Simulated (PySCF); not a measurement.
**Orbital levels and atomic charges: Si15P29H45**

System: Si15P29H45 (flake black phosphorene).

Cartesian coordinates (Å):
```
  1 P    -3.373   -1.217   -2.496
  2 P    -6.591   -0.915   -2.663
  3 P    -5.025   -0.641   -1.137
  4 P    -3.336   -0.274    1.767
  5 P    -3.194    0.611   -3.758
  6 P    -4.865    0.596   -5.178
  7 P    -6.486    0.997   -3.759
  8 P    -3.208    1.625    0.611
  9 P    -4.710    1.554   -0.975
 10 P    -0.015   -1.284   -2.475
 11 P     1.484   -1.113   -0.879
 12 P    -1.700   -0.960   -1.087
 13 P     6.375   -0.465    1.314
 14 P     3.187   -0.785    1.538
 15 P     4.927   -1.004    2.883
 16 P    -0.187   -0.569    1.638
 17 P     1.503   -1.146    2.928
 18 P    -1.667   -0.080    3.163
 19 P     0.010    0.588   -3.679
 20 P    -1.565    0.153   -5.132
 21 P     6.390    1.724    1.520
 22 P     4.709    0.748    4.231
 23 P     3.349   -0.099    5.706
 24 P     4.766    2.314    0.184
 25 P     2.988    1.388    1.101
 26 P     1.491    0.271    4.635
 27 P     1.723    1.081   -0.688
 28 P     0.039    1.425    0.665
 29 P    -1.576    1.243   -0.810
 30 Si   -8.423   -0.706   -1.368
 31 H    -8.081   -1.253   -0.053
 32 H    -9.404   -1.557   -2.048
 33 H    -8.938    0.660   -1.249
 34 Si   -4.973    0.231    3.231
 35 H    -5.293    1.661    3.292
 36 H    -4.526   -0.241    4.543
 37 H    -6.145   -0.523    2.772
 38 Si   -5.238   -1.525   -5.923
 39 H    -4.743   -2.574   -5.025
 40 H    -4.539   -1.534   -7.210
 41 H    -6.689   -1.650   -6.111
 42 Si   -8.272    0.817   -5.127
 43 H    -7.866    1.188   -6.484
 44 H    -9.240    1.766   -4.565
 45 H    -8.858   -0.529   -5.108
 46 Si   -6.488    2.313    0.172
 47 H    -7.176    1.323    1.009
 48 H    -7.394    2.843   -0.850
 49 H    -5.964    3.402    1.002
 50 Si    3.250   -1.917   -2.006
 51 H     3.724   -1.140   -3.155
 52 H     2.771   -3.228   -2.453
 53 H     4.321   -2.066   -1.018
 54 Si    8.257   -1.099    2.385
 55 H     8.871   -0.043    3.198
 56 H     9.149   -1.486    1.285
 57 H     7.898   -2.251    3.217
 58 Si   -1.452    2.124    3.775
 59 H    -0.230    2.747    3.273
 60 H    -1.464    2.044    5.237
 61 H    -2.641    2.849    3.311
 62 Si    1.728    0.250   -5.100
 63 H     2.852    1.024   -4.568
 64 H     1.313    0.778   -6.398
 65 H     2.124   -1.157   -5.229
 66 Si   -1.437   -2.079   -5.584
 67 H    -2.066   -2.969   -4.602
 68 H    -0.006   -2.382   -5.696
 69 H    -2.091   -2.183   -6.891
 70 Si    8.203    2.280    0.303
 71 H     9.296    2.247    1.286
 72 H     7.965    3.633   -0.194
 73 H     8.501    1.350   -0.794
 74 Si    6.589    0.666    5.470
 75 H     7.190   -0.674    5.567
 76 H     6.196    1.155    6.792
 77 H     7.530    1.580    4.815
 78 Si    3.709   -2.348    5.773
 79 H     3.092   -3.089    4.669
 80 H     3.103   -2.721    7.052
 81 H     5.161   -2.540    5.807
 82 Si    5.275    1.431   -1.836
 83 H     5.901    0.101   -1.789
 84 H     6.211    2.416   -2.395
 85 H     4.015    1.418   -2.581
 86 Si    0.198   -0.976    6.026
 87 H    -1.067   -0.253    6.167
 88 H     0.872   -1.044    7.327
 89 H    -0.005   -2.322    5.488
```

Method: PBE/def2-SVP, gas phase, PySCF, fitting set def2-universal-JFIT, grid level 1.

The tight-binding optimisation stopped short of its force threshold.

Q: Give the orbital energies near the gap.

A: 
| orbital | eV |
| --- | --- |
| HOMO-4 | -5.36 |
| HOMO-3 | -5.27 |
| HOMO-2 | -5.17 |
| HOMO-1 | -5.07 |
| HOMO | -4.75 |
| LUMO | -2.68 |
| LUMO+1 | -2.57 |
| LUMO+2 | -2.46 |
| LUMO+3 | -2.38 |

Q: Give the partial charges of the non-hydrogen atoms.

A: 
| atom | Mulliken | IAO | Hirshfeld |
| --- | --- | --- | --- |
| P1 | -0.02 | -0.02 | 0.00 |
| P2 | -0.17 | -0.12 | -0.02 |
| P3 | -0.04 | -0.01 | 0.01 |
| P4 | -0.11 | -0.09 | -0.02 |
| P5 | -0.01 | 0.02 | 0.01 |
| P6 | -0.12 | -0.10 | -0.03 |
| P7 | -0.16 | -0.10 | -0.01 |
| P8 | -0.05 | -0.01 | 0.01 |
| P9 | -0.13 | -0.10 | -0.02 |
| P10 | -0.04 | -0.01 | 0.02 |
| P11 | -0.17 | -0.09 | -0.02 |
| P12 | 0.00 | 0.01 | 0.00 |
| P13 | -0.16 | -0.12 | -0.01 |
| P14 | -0.07 | 0.00 | 0.01 |
| P15 | -0.06 | -0.01 | 0.02 |
| P16 | -0.02 | 0.01 | 0.00 |
| P17 | 0.03 | 0.00 | 0.01 |
| P18 | -0.21 | -0.11 | -0.01 |
| P19 | -0.13 | -0.10 | -0.02 |
| P20 | -0.15 | -0.10 | -0.02 |
| P21 | -0.16 | -0.08 | 0.00 |
| P22 | -0.13 | -0.10 | -0.03 |
| P23 | -0.17 | -0.09 | -0.02 |
| P24 | -0.10 | -0.09 | -0.03 |
| P25 | 0.02 | -0.01 | 0.00 |
| P26 | -0.16 | -0.11 | -0.01 |
| P27 | -0.04 | -0.01 | 0.01 |
| P28 | -0.02 | -0.01 | 0.00 |
| P29 | 0.00 | -0.01 | -0.01 |
| Si30 | 0.22 | 0.36 | 0.23 |
| Si34 | 0.21 | 0.36 | 0.22 |
| Si38 | 0.18 | 0.34 | 0.21 |
| Si42 | 0.21 | 0.36 | 0.23 |
| Si46 | 0.21 | 0.35 | 0.22 |
| Si50 | 0.24 | 0.36 | 0.21 |
| Si54 | 0.21 | 0.36 | 0.23 |
| Si58 | 0.21 | 0.34 | 0.20 |
| Si62 | 0.19 | 0.36 | 0.22 |
| Si66 | 0.18 | 0.33 | 0.20 |
| Si70 | 0.21 | 0.36 | 0.24 |
| Si74 | 0.22 | 0.36 | 0.22 |
| Si78 | 0.20 | 0.33 | 0.21 |
| Si82 | 0.16 | 0.34 | 0.21 |
| Si86 | 0.21 | 0.36 | 0.21 |
